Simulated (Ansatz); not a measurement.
C3H8BCl (`BCCCCl`) at its PBE0-D4/def2-TZVP geometry, where that method's forces vanish. The species carries charge 0 and has multiplicity 1.

```xyz
13

B     1.7222    0.3552   -1.2497
C     0.4348   -0.2703   -0.6659
C    -0.3505    0.5215    0.3672
C    -1.4576   -0.2578    1.0392
Cl   -0.8210   -1.6275    1.9988
H     2.2793    1.2610   -0.6944
H     2.2215   -0.1060   -2.2359
H    -0.2205   -0.6807   -1.4436
H     0.8523   -1.1767   -0.1805
H     0.3260    0.9178    1.1299
H    -0.8194    1.3905   -0.1103
H    -2.1451   -0.6898    0.3110
H    -2.0221    0.3627    1.7342
```

**Question.** What forces (eV/Å) does r2SCAN-D4/def2-TZVPP give on these atoms in Ansatz 0.2.0? (An estimate is asked.)

**Answer.** Computed: 
```
B1   0.046  0.004 -0.024
C2   0.094 -0.026 -0.120
C3   0.021  0.113  0.064
C4  -0.202  0.169 -0.090
Cl5  0.100 -0.210  0.144
H6  -0.024 -0.027 -0.012
H7  -0.017  0.013  0.032
H8  -0.009 -0.019  0.014
H9  -0.007 -0.006  0.002
H10 -0.003 -0.002 -0.003
H11 -0.004 -0.001 -0.001
H12  0.006  0.001  0.001
H13  0.000 -0.008 -0.005
```
